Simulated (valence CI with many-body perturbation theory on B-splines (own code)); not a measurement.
# Sr XXXIII: calculated level list

Calculated by valence CI with perturbative core correlation (CI+MBPT): four valence electrons over a frozen Dirac-Fock core [He], radial functions for each j: 11 s, 11 p, 10 d, 8 f, 5 g, 2 h, with the one-electron correlation potential Σ1, the two-electron term Σ2, the three-electron term Σ3, Breit, model QED; selected CI, second order for the rest, scaled by the run's own slope (own B-spline code, finite nucleus).

The last digits are not significant, and no measured levels were compared; by estimate large intervals hold to a few tenths of a per cent, small ones and those within an open d or f shell to about a per cent. Among the levels kept, up to 1100 cm⁻¹ of a level comes from second order outside the variational space, and about a tenth of that is noise between levels of different J, which matters for small intervals.

Levels 1 to 45 of 195, with energies above the lowest level, (2s^2 2p1/2^2) J=0. "Leading %" is the weight of the configuration and term that name the level; weights of strongly mixed levels are sums over their largest components and can fall short. In the jj column 3d3/2^4 stands for four electrons in 3d with j = 3/2.

| No. | Configuration | Term | J | E (Ry) | Leading % | Leading jj | Second component |
| --- | --- | --- | --- | --- | --- | --- | --- |
| 1 | 2s2 2p2 | 3P | 0 | 0.00 | 77 | 2s^2 2p1/2^2 (98 %) | 22 % 2s2 2p2 1S |
| 2 | 2s2 2p2 | 3P | 1 | 4.71 | 100 | 2s^2 2p1/2 2p3/2 (100 %) |  |
| 3 | 2s2 2p2 | 1D | 2 | 5.51 | 53 | 2s^2 2p1/2 2p3/2 (98 %) | 46 % 2s2 2p2 3P |
| 4 | 2s2 2p2 | 3P | 2 | 10.79 | 53 | 2s^2 2p3/2^2 (97 %) | 46 % 2s2 2p2 1D |
| 5 | 2s 2p3 | 5S° | 2 | 12.53 | 66 | 2s 2p1/2^2 2p3/2 (79 %) | 26 % 2s 2p3 3P° |
| 6 | 2s2 2p2 | 1S | 0 | 12.67 | 75 | 2s^2 2p3/2^2 (96 %) | 22 % 2s2 2p2 3P |
| 7 | 2s 2p3 | 3D° | 1 | 15.87 | 54 | 2s 2p1/2^2 2p3/2 (88 %) | 24 % 2s 2p3 3P° |
| 8 | 2s 2p3 | 3D° | 2 | 17.67 | 60 | 2s 2p1/2 2p3/2^2 (83 %) | 24 % 2s 2p3 5S° |
| 9 | 2s 2p3 | 3D° | 3 | 19.07 | 100 | 2s 2p1/2 2p3/2^2 (100 %) |  |
| 10 | 2s 2p3 | 3P° | 0 | 20.74 | 100 | 2s 2p1/2 2p3/2^2 (100 %) |  |
| 11 | 2s 2p3 | 3P° | 1 | 21.24 | 45 | 2s 2p1/2 2p3/2^2 (91 %) | 32 % 2s 2p3 3D° |
| 12 | 2s 2p3 | 1D° | 2 | 21.88 | 53 | 2s 2p1/2 2p3/2^2 (81 %) | 24 % 2s 2p3 3D° |
| 13 | 2s 2p3 | 3S° | 1 | 22.55 | 42 | 2s 2p1/2 2p3/2^2 (89 %) | 29 % 2s 2p3 1P° |
| 14 | 2s 2p3 | 3P° | 2 | 26.06 | 43 | 2s 2p3/2^3 (83 %) | 43 % 2s 2p3 1D° |
| 15 | 2s 2p3 | 1P° | 1 | 28.66 | 55 | 2s 2p3/2^3 (90 %) | 28 % 2s 2p3 3S° |
| 16 | 2p4 | 3P | 2 | 31.35 | 76 | 2p1/2^2 2p3/2^2 (98 %) | 23 % 2p4 1D |
| 17 | 2p4 | 3P | 0 | 33.35 | 52 | 2p1/2^2 2p3/2^2 (94 %) | 46 % 2p4 1S |
| 18 | 2p4 | 3P | 1 | 36.47 | 99 | 2p1/2 2p3/2^3 (99 %) |  |
| 19 | 2p4 | 1D | 2 | 37.41 | 76 | 2p1/2 2p3/2^3 (98 %) | 23 % 2p4 3P |
| 20 | 2p4 | 1S | 0 | 43.77 | 52 | 2p3/2^4 (95 %) | 47 % 2p4 3P |
| 21 | 2s2 2p 3s | 3P° | 0 | 167.37 | 98 | 2s^2 2p1/2 3s (98 %) |  |
| 22 | 2s2 2p 3s | 3P° | 1 | 167.50 | 69 | 2s^2 2p1/2 3s (98 %) | 29 % 2s2 2p 3s 1P° |
| 23 | 2s2 2p 3p | 3D | 1 | 170.00 | 71 | 2s^2 2p1/2 3p1/2 (98 %) | 24 % 2s2 2p 3p 1P |
| 24 | 2s2 2p 3p | 3P | 0 | 171.28 | 73 | 2s^2 2p1/2 3p1/2 (95 %) | 23 % 2s2 2p 3p 1S |
| 25 | 2s2 2p 3p | 3P | 1 | 171.97 | 40 | 2s^2 2p1/2 3p3/2 (93 %) | 29 % 2s2 2p 3p 3S |
| 26 | 2s2 2p 3p | 3D | 2 | 172.14 | 62 | 2s^2 2p1/2 3p3/2 (96 %) | 22 % 2s2 2p 3p 1D |
| 27 | 2s2 2p 3s | 3P° | 2 | 172.99 | 96 | 2s^2 2p3/2 3s (96 %) |  |
| 28 | 2s2 2p 3s | 1P° | 1 | 173.32 | 68 | 2s^2 2p3/2 3s (97 %) | 29 % 2s2 2p 3s 3P° |
| 29 | 2s2 2p 3d | 3F° | 2 | 174.49 | 74 | 2s^2 2p1/2 3d3/2 (98 %) | 20 % 2s2 2p 3d 1D° |
| 30 | 2s 2p2 3s | 5P | 1 | 174.63 | 69 | 2s 2p1/2^2 3s (80 %) | 15 % 2s 2p2 3s 3S |
| 31 | 2s2 2p 3d | 3D° | 1 | 175.42 | 54 | 2s^2 2p1/2 3d3/2 (96 %) | 26 % 2s2 2p 3d 1P° |
| 32 | 2s2 2p 3d | 3P° | 2 | 175.48 | 44 | 2s^2 2p1/2 3d5/2 (97 %) | 34 % 2s2 2p 3d 3D° |
| 33 | 2s2 2p 3d | 3F° | 3 | 175.53 | 56 | 2s^2 2p1/2 3d5/2 (97 %) | 22 % 2s2 2p 3d 1F° |
| 34 | 2s 2p2 3s | 3P | 0 | 175.73 | 80 | 2s 2p1/2^2 3s (84 %) | 16 % 2s 2p2 3s 1S |
| 35 | 2s2 2p 3p | 3P | 1 | 176.13 | 53 | 2s^2 2p3/2 3p1/2 (92 %) | 16 % 2s2 2p 3p 3S |
| 36 | 2s2 2p 3p | 3D | 2 | 176.33 | 34 | 2s^2 2p3/2 3p1/2 (92 %) | 32 % 2s2 2p 3p 3P |
| 37 | 2s2 2p 3p | 3D | 3 | 177.23 | 95 | 2s^2 2p3/2 3p3/2 (95 %) |  |
| 38 | 2s2 2p 3p | 3S | 1 | 177.29 | 48 | 2s^2 2p3/2 3p3/2 (94 %) | 43 % 2s2 2p 3p 1P |
| 39 | 2s 2p2 3p | 5D° | 0 | 177.30 | 69 | 2s 2p1/2^2 3p1/2 (85 %) | 28 % 2s 2p2 3p 3P° |
| 40 | 2s 2p2 3p | 5D° | 1 | 177.39 | 39 | 2s 2p1/2^2 3p1/2 (82 %) | 25 % 2s 2p2 3p 3P° |
| 41 | 2s 2p2 3s | 5P | 2 | 178.10 | 35 | 2s^2 2p3/2 3p3/2 (52 %) | 32 % 2s2 2p 3p 1D |
| 42 | 2s 2p2 3s | 5P | 2 | 178.42 | 57 | 2s 2p1/2 2p3/2 3s (57 %) | 23 % 2s2 2p 3p 3P |
| 43 | 2s 2p2 3p | 5D° | 2 | 179.21 | 35 | 2s 2p1/2^2 3p3/2 (80 %) | 32 % 2s 2p2 3p 5P° |
| 44 | 2s2 2p 3p | 1S | 0 | 179.23 | 72 | 2s^2 2p3/2 3p3/2 (95 %) | 24 % 2s2 2p 3p 3P |
| 45 | 2s 2p2 3s | 3P | 1 | 179.39 | 78 | 2s 2p1/2 2p3/2 3s (92 %) | 12 % 2s 2p2 3s 5P |

The ionisation energy to 2s2 2p 2P°_1/2 of the next ion comes out as 4060.2 eV (NIST: 4053 ± 4 eV (semi-empirical)). All 195 levels together are meant to be complete up to 202.21 Ry.
